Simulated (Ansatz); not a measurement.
Ansatz (a program for electronic structure) input (CCSD(T)/aug-cc-pV(D+d)Z):
A basis named .json is the Basis Set Exchange file of that set.

Ansatz 0.2 input:
```yaml
crystal:
  periodic: [false, false, false]
  atoms:
    - {symbol: Si, position_ang: [0.03858894, 1.07081038, 0.72376411]}
    - {symbol: H, position_ang: [-0.40589420, 2.33326445, 0.05968674]}
    - {symbol: Si, position_ang: [-0.00464664, -0.97687689, -0.56564405]}
    - {symbol: H, position_ang: [0.89622569, -0.58553979, -1.66984495]}
    - {symbol: H, position_ang: [-1.44007183, -1.01126025, -0.91542632]}
    - {symbol: H, position_ang: [0.47454813, -2.05153326, 0.31190368]}
basis:
  gaussian:
    orbitals: aug-cc-pV_D+d_Z.json
total_charge: 1
magnetization: {spin_polarized: true, initial_magnetization: 1}
correlation: {method: ccsd_t, electrons: outside_noble_gas}
output: {forces: true}
```

Output:

```
Functional definition: HF
integrals: 0.22 GiB planned
1028 factors; integrals over basis functions are off by at most 7.8e-4 eV
mean field: 0.30 GiB planned
mean field evaluation 1: about -15777.1905 eV, gradient 1.1e1 eV
mean field evaluation 2: about -15777.1897 eV, gradient 1.1e1 eV
mean field evaluation 4: about -15778.8595 eV, gradient 1.4e0 eV
mean field evaluation 8: about -15778.9075 eV, gradient 5.6e-4 eV
mean field evaluation 16: about -15778.9079 eV, gradient 1.3e-1 eV
mean field evaluation 32: about -15777.5727 eV, gradient 8.0e-2 eV
mean field -15778.90754144 eV, -579.8641568203 hartree, gradient 2.2e-6 eV, S^2 0.761963; 3 other end points of the search recorded, 0 dependent functions left out
determinant -15778.90754144 eV, -579.8641568203 hartree, with singles and doubles -15784.64205319 eV, -580.0748962402 hartree
determinant -15777.57327496 eV, -579.8151234315 hartree, with singles and doubles -15783.35661019 eV, -580.0276570810 hartree
10 core orbitals not correlated
reference -15778.90754144 eV, -579.8641568203 hartree; 6, 5 occupied and 84, 85 virtual orbitals, 1028 factors
densities: 1.04 GiB planned
second order -4.47265129 eV of doubles, -0.00000000 eV of singles
coupled cluster: 0.62 GiB planned
cycle   1  -5.70090550 eV  change   -1.8e-1 eV  update   1.9e-2
cycle   2  -5.70805927 eV  change   -7.2e-3 eV  update   5.5e-3
cycle   3  -5.71146126 eV  change   -3.4e-3 eV  update   1.9e-3
cycle   4  -5.71271323 eV  change   -1.3e-3 eV  update   7.9e-4
cycle   5  -5.71304619 eV  change   -3.3e-4 eV  update   4.2e-4
cycle   6  -5.71322366 eV  change   -1.8e-4 eV  update   2.1e-4
cycle   7  -5.71327181 eV  change   -4.8e-5 eV  update   9.5e-5
cycle   8  -5.71325240 eV  change    1.9e-5 eV  update   4.0e-5
cycle   9  -5.71323619 eV  change    1.6e-5 eV  update   1.7e-5
cycle  10  -5.71323496 eV  change    1.2e-6 eV  update   6.2e-6
cycle  11  -5.71323650 eV  change   -1.5e-6 eV  update   2.3e-6
cycle  12  -5.71323696 eV  change   -4.7e-7 eV  update   7.9e-7
cycle  13  -5.71323691 eV  change    5.6e-8 eV  update   3.2e-7
perturbative correction -0.15161958 eV, -0.0055719168 hartree
the calculation of the forces begins
Total energy: -15784.77239793 eV, -580.0796863208 hartree
Atom 0 at     0.038589     1.070810     0.723764 Å, force     0.023152     0.057627     0.104217 eV/Å
Atom 1 at    -0.405894     2.333264     0.059687 Å, force    -0.020963     0.087058    -0.015791 eV/Å
Atom 2 at    -0.004647    -0.976877    -0.565644 Å, force    -0.006602    -0.082733    -0.067131 eV/Å
Atom 3 at     0.896226    -0.585540    -1.669845 Å, force     0.074281     0.030545    -0.091473 eV/Å
Atom 4 at    -1.440072    -1.011260    -0.915426 Å, force    -0.118047    -0.004501    -0.029367 eV/Å
Atom 5 at     0.474548    -2.051533     0.311904 Å, force     0.048179    -0.087996     0.099544 eV/Å
Dipole moment:     0.004338     0.330925     0.200177 e Å
```
